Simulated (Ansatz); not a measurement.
Total energies of the cluster Pb₂O₂ from Ansatz at PBE-D4/def2-TZVP, gas phase (1 Eh = 27.2114 eV = 2625.5 kJ/mol). The reference geometry is relaxed at PBE0-D4/def2-SVP.

```xyz
4

Pb    0.340    1.557    0.209
Pb   -0.340   -1.557   -0.209
O    -1.357    0.289    0.053
O     1.357   -0.289   -0.053
```

| state | geometry | energy (Eh) |
| --- | --- | --- |
| charge 0 singlet | reference | -536.26648 |
| charge 1 doublet | reference | -535.96183 |
| charge 0 triplet | relaxed at PBE0-D4/def2-SVP | -536.18489 |
| charge 0 quintet | relaxed at PBE0-D4/def2-SVP | -536.05212 |
| free Pb atom (triplet) | – | -192.86486 |
| free O atom (triplet) | – | -75.00967 |

In the def2 sets Pb takes a core potential; there is no spin–orbit coupling.

(1) Work out the vertical ionisation energy to the doublet.

(2) Which of the charge 0 states is lowest, and how far above it are the others?

(3) What is the binding energy per atom against free atoms?

(1) E(charge 1 doublet) − E(charge 0 singlet) = -535.96183 − (-536.26648) = 0.30465 Eh = 8.29 eV. For comparison, −ε of the highest occupied level is 5.32 eV at this level, 2.97 eV less.

(2) The singlet. triplet: -536.18489 − (-536.26648) = 0.08159 Eh = 214.2 kJ/mol; quintet: -536.05212 − (-536.26648) = 0.21436 Eh = 562.8 kJ/mol.

(3) Atoms: 2 × (-192.86486) + 2 × (-75.00967) = -535.74906 Eh. Binding: -535.74906 − (-536.26648) = 0.51742 Eh = 14.08 eV, or 3.52 eV for each of 4 atoms (no zero-point energy, no counterpoise term).

The structure comes from a short search, and lower isomers may exist.
